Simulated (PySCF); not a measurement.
# Selenium: a sound run and one with changed settings

Sound run: Se+ [Ar] 3d10 4s2 4p3, Se(2+) [Ar] 3d10 4s2 4p2. Calculation: PySCF 2.14, in cc-pVDZ-DK; the spin-free X2C one-electron Hamiltonian (Gaussian nucleus). In the sound run the correlated levels freeze [Ar] 3d10. The sound run starts from symmetry-adapted Hartree-Fock orbitals and uses a fine grid where one is needed.

Changed run: no relativity, point nucleus. This setting is unsound on purpose.

| species | method | sound run (hartree) | changed run (hartree) | converged |
| --- | --- | --- | --- | --- |
| Se+ | UHF | -2427.64684 | -2382.71196 | yes |
| Se+ | PBE | -2429.02418 | -2384.09381 | yes |
| Se+ | BP86 | -2429.67100 | -2384.74050 | yes |
| Se+ | MP2 | -2427.70305 | -2382.76907 | yes |
| Se+ | CCSD(T) | -2427.71835 | -2382.78505 | yes |
| Se(2+) | UHF | -2426.88035 | -2381.94666 | yes |
| Se(2+) | PBE | -2428.23999 | -2383.31071 | yes |
| Se(2+) | BP86 | -2428.88409 | -2383.95445 | yes |
| Se(2+) | MP2 | -2426.92372 | -2381.99091 | yes |
| Se(2+) | CCSD(T) | -2426.94080 | -2382.00906 | yes |

Ionisation energy of Se+:

```
 method  sound run (eV)  changed run (eV)
    UHF          20.857            20.825
    PBE          21.339            21.309
   BP86          21.413            21.390
    MP2          21.207            21.175
SCS-MP2          21.084            21.052
   CCSD          21.156            21.114
CCSD(T)          21.158            21.116
```

Most of the change in total energy is the relativistic energy itself. On top of that the contraction fixes the core shape for the Hamiltonian it was made with, so the changed run is not a good calculation with the other Hamiltonian either.

For comparison, NIST gives 21.196 ± 0.01 eV between the lowest levels.
